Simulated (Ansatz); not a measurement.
CdCl$_{2}$, triplet, at a GFN2-xTB geometry (such geometries of metal compounds can be far from the true shape) (a higher spin typed on purpose: for a closed-shell molecule this is an excited state) (core potentials on Cd), with bond 2-1 at 1.8 times its length; B3LYP/def2-SV(P) in Ansatz (an electronic-structure program).

The Ansatz input:
Ansatz 0.2 input:
```yaml
crystal:
  periodic: [false, false, false]
  atoms:
    - {symbol: Cd, position_ang: [-0.74733348, 0.29851729, -0.47268926]}
    - {symbol: Cl, position_ang: [3.90045583, -0.45273150, -0.29562933]}
    - {symbol: Cl, position_ang: [0.27534637, -0.72402919, 1.70897466]}
basis:
  gaussian:
    orbitals: def2-SV_P_.json
hamiltonian:
  xc: b3lyp
magnetization: {spin_polarized: true, initial_magnetization: 2}
scf: {lower_state_search: off}
```
The basis file holds def2-SV(P) in the JSON format of the Basis Set Exchange.

It wrote (shortened):

```
Functional definition: B3LYP
these checks for a lower state are left out or cut short: stability, starts, cluster_reference, orbital_swaps, neighbouring_geometries, increment
642 factors; integrals over basis functions are off by at most 3.4e-4 eV
mean field evaluation 1: about -29601.0891 eV, gradient 1.4e1 eV
mean field evaluation 2: about -29597.9031 eV, gradient 2.6e1 eV
mean field evaluation 4: about -29602.5507 eV, gradient 8.9e-1 eV
mean field evaluation 8: about -29602.6048 eV, gradient 1.4e-1 eV
mean field evaluation 16: about -29602.6076 eV, gradient 4.3e-2 eV
mean field -29602.60812215 eV, -1087.8757831206 hartree, gradient 1.8e-6 eV, S^2 2.005506; 0 other end points of the search recorded, 0 dependent functions left out
reference -29602.60835623 eV, -1087.8757917228 hartree; 28, 26 occupied and 32, 34 virtual orbitals, 642 factors
Total energy: -29602.60835623 eV, -1087.8757917228 hartree
Checks for a lower state left out: stability, starts, cluster_reference, orbital_swaps, neighbouring_geometries, increment
```
